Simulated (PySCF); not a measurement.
# Orbital levels and atomic charges: C22H8N4

System: C22H8N4 (polycyclic quinone and quinodimethane), SMILES N#CC(C#N)=c1cc2cc3c(=C(C#N)C#N)cccc4cccc1c2c43.

Cartesian coordinates (Å):
```
  1 N     5.191    3.034    1.857
  2 C     4.768    2.102    1.339
  3 C     4.245    0.951    0.714
  4 C     5.213    0.001    0.340
  5 N     6.035   -0.747    0.049
  6 C     2.889    0.811    0.527
  7 C     1.922    1.810    0.925
  8 C     0.672    1.346    0.634
  9 C    -0.719    1.647    0.708
 10 C    -1.414    0.571    0.208
 11 C    -2.854    0.516    0.090
 12 C    -3.583    1.699    0.018
 13 C    -3.059    2.993   -0.138
 14 N    -2.713    4.076   -0.305
 15 C    -4.991    1.708   -0.017
 16 N    -6.139    1.758   -0.024
 17 C    -3.591   -0.700    0.062
 18 C    -3.171   -1.967   -0.223
 19 C    -1.917   -2.455   -0.622
 20 C    -0.687   -1.826   -0.649
 21 C     0.415   -2.613   -1.157
 22 C     1.769   -2.477   -1.156
 23 C     2.624   -1.474   -0.619
 24 C     2.170   -0.326   -0.053
 25 C     0.788    0.027    0.048
 26 C    -0.457   -0.498   -0.178
 27 H     2.194    2.747    1.378
 28 H    -1.129    2.549    1.117
 29 H    -4.655   -0.580    0.225
 30 H    -3.952   -2.719   -0.210
 31 H    -1.924   -3.490   -0.939
 32 H     0.069   -3.527   -1.630
 33 H     2.306   -3.291   -1.629
 34 H     3.686   -1.658   -0.691
```

Method: CAM-B3LYP/6-31G*, gas phase, PySCF, fitting set def2-universal-JFIT up to Ne and JKFIT beyond, grid level 1.

The gap is small, so a closed-shell solution may not be the true ground state; the numbers describe that solution.

(1) Give the orbital energies near the gap.

(2) Give the partial charges of the non-hydrogen atoms.

Results:

(1) 
| orbital | eV |
| --- | --- |
| HOMO-4 | -10.68 |
| HOMO-3 | -9.72 |
| HOMO-2 | -9.24 |
| HOMO-1 | -8.23 |
| HOMO | -6.93 |
| LUMO | -3.62 |
| LUMO+1 | -2.21 |
| LUMO+2 | -1.54 |
| LUMO+3 | -0.60 |

(2) 
| atom | Mulliken | IAO | Hirshfeld |
| --- | --- | --- | --- |
| N1 | -0.24 | -0.20 | -0.19 |
| C2 | 0.08 | 0.14 | 0.08 |
| C3 | 0.08 | -0.09 | 0.04 |
| C4 | 0.09 | 0.14 | 0.09 |
| N5 | -0.26 | -0.21 | -0.19 |
| C6 | 0.09 | 0.08 | 0.05 |
| C7 | -0.22 | -0.10 | 0.01 |
| C8 | 0.14 | 0.04 | 0.02 |
| C9 | -0.21 | -0.16 | -0.04 |
| C10 | -0.03 | 0.02 | 0.02 |
| C11 | 0.24 | 0.08 | 0.05 |
| C12 | 0.01 | -0.11 | 0.02 |
| C13 | 0.08 | 0.14 | 0.08 |
| N14 | -0.27 | -0.23 | -0.21 |
| C15 | 0.09 | 0.14 | 0.08 |
| N16 | -0.27 | -0.22 | -0.21 |
| C17 | -0.25 | -0.18 | -0.06 |
| C18 | -0.10 | -0.09 | -0.02 |
| C19 | -0.27 | -0.19 | -0.07 |
| C20 | 0.21 | 0.03 | 0.02 |
| C21 | -0.18 | -0.10 | -0.01 |
| C22 | -0.14 | -0.14 | -0.03 |
| C23 | -0.19 | -0.10 | -0.01 |
| C24 | 0.16 | -0.01 | 0.00 |
| C25 | -0.11 | 0.01 | 0.00 |
| C26 | 0.05 | 0.00 | 0.01 |
